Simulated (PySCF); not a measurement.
**Continuum solvent and chemical shifts**

Bonds (- single, = double, # triple, : aromatic): C1-C2, C2-C3, C3-O4, O4-C5, C5-C6, C6-C7, C7-F8, C7-F9, C6-C10, C10=O11, C10-C2. C1 carries H12, H13, H14; C2 carries H15; C3 carries H16, H17; C5 carries H18, H19; C6 carries H20; C7 carries H21. Stereochemistry as in C[C@@H]1COC[C@H](C(F)F)C1=O. H17, H18 are cis to C1 on the ring; H16, H19 are trans to C1 on the ring.

GIAO PBE0/pcSseg-1 in PySCF 2.14 on one PBE0-D3(BJ)/def2-SVP conformer, non-relativistic, equivalent nuclei averaged. Solvents enter as an IEF-PCM continuum (cyclohexane with ε = 2.0, chloroform with ε = 4.7) around the gas-phase geometry. Shifts are referred to TMS, CFCl3 computed in the same medium.

In cyclohexane, δ in ppm: C10 213.5, C7 118.0, C3 76.0, C5 67.5, C6 55.0, C2 47.7, C1 10.3, F8 -145.8, F9 -152.0, H21 6.48, H19 4.43, H16 4.14, H18 3.64, H17 3.12. Dipole moment 2.78 D.

**Question.** How does each δ change in the more polar medium?

**Answer.** 
```csv
atoms,environment,"Δδ, chloroform"
C10,ketone carbonyl carbon,+2.1
C7,sp3 CH bonded to 2 F,+0.7
C3,sp3 CH2 bonded to O,+0.2
C5,sp3 CH2 bonded to O,+0.2
C6,sp3 CH α to a carbonyl,+0.3
C2,sp3 CH α to a carbonyl,+0.4
C1,methyl carbon,+0.1
F8,fluorine of a CF2 group,-0.7
F9,fluorine of a CF2 group,-0.2
H21,hydrogen on an sp3 CH bonded to 2 F,+0.04
H19,hydrogen on an sp3 CH2 bonded to O,+0.01
H16,hydrogen on an sp3 CH2 bonded to O,+0.04
H18,hydrogen on an sp3 CH2 bonded to O,+0.03
H17,hydrogen on an sp3 CH2 bonded to O,+0.07
```

Changes are relative to cyclohexane. The dipole moment becomes 2.99 D in chloroform.

**Question.** Which nuclei move most (in ppm), and what does the model miss?

**Answer.** C10 (ketone carbonyl carbon, +2.1 ppm) in chloroform. A continuum only polarises the solute; specific hydrogen bonds, the anisotropy of aromatic solvents and changes of geometry or conformer are outside it.
